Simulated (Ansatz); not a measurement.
Ansatz (a first-principles code) input for Si(F)(OH)2(OEt) (C₂H₇FO₃Si), SMILES CCO[Si](O)(O)F, CAM-B3LYP/def2-SVPD. The structure is a stationary point at B3LYP-D3(BJ)/def2-SVP. The values are those of a single conformer.

Ansatz 0.2 input:
```yaml
crystal:
  periodic: [false, false, false]
  atoms:
    - {symbol: C, position_ang: [-2.68456902, 1.36601477, 0.90368649]}
    - {symbol: C, position_ang: [-1.46210750, 0.48756068, 1.07791147]}
    - {symbol: O, position_ang: [-0.69720365, 0.50506482, -0.12392671]}
    - {symbol: Si, position_ang: [0.71168278, -0.29362877, -0.34594242]}
    - {symbol: O, position_ang: [1.83407209, 0.25250556, 0.71641144]}
    - {symbol: O, position_ang: [1.24962286, -0.10226399, -1.88262162]}
    - {symbol: F, position_ang: [0.45009604, -1.87262312, -0.06859382]}
    - {symbol: H, position_ang: [-3.30752200, 1.00053167, 0.07262116]}
    - {symbol: H, position_ang: [-3.29252751, 1.36824278, 1.82214462]}
    - {symbol: H, position_ang: [-2.38537337, 2.40126483, 0.67878039]}
    - {symbol: H, position_ang: [-0.84104060, 0.85060823, 1.91666701]}
    - {symbol: H, position_ang: [-1.76005518, -0.55058284, 1.31339689]}
    - {symbol: H, position_ang: [2.71460056, -0.13806012, 0.68664756]}
    - {symbol: H, position_ang: [0.64562371, -0.33149746, -2.59821213]}
basis:
  gaussian:
    orbitals: def2-SVPD
hamiltonian:
  xc: {name: CAM-B3LYP}
```

Log of the run:

```
WARN ansatz: RAYON_NUM_THREADS=2 ignored (pool sized by the plan → 2); use --threads N
Functional definition: CAM-B3LYP
integrals: 0.22 GiB planned
1763 factors; their error is unknown
integrals: 0.24 GiB planned
722 factors; integrals over basis functions are off by at most 2.1e-5 eV
mean field: 2.06 GiB planned
mean field evaluation 1: about -18904.1147 eV, gradient 8.3e1 eV
mean field evaluation 2: about -18899.4909 eV, gradient 9.9e1 eV
mean field evaluation 4: about -18915.9788 eV, gradient 2.9e0 eV
mean field evaluation 8: about -18915.9943 eV, gradient 2.9e-2 eV
mean field evaluation 16: about -18916.0341 eV, gradient 8.4e-5 eV
mean field -18916.03411958 eV, -695.1514321460 hartree, gradient 8.4e-5 eV, S^2 0.000000; 0 other end points of the search recorded, 0 dependent functions left out
reference -18916.03427983 eV, -695.1514380351 hartree; 33, 33 occupied and 179, 179 virtual orbitals, 1763 factors
Total energy: -18916.03427983 eV, -695.1514380351 hartree
```

Self-consistency was reached.
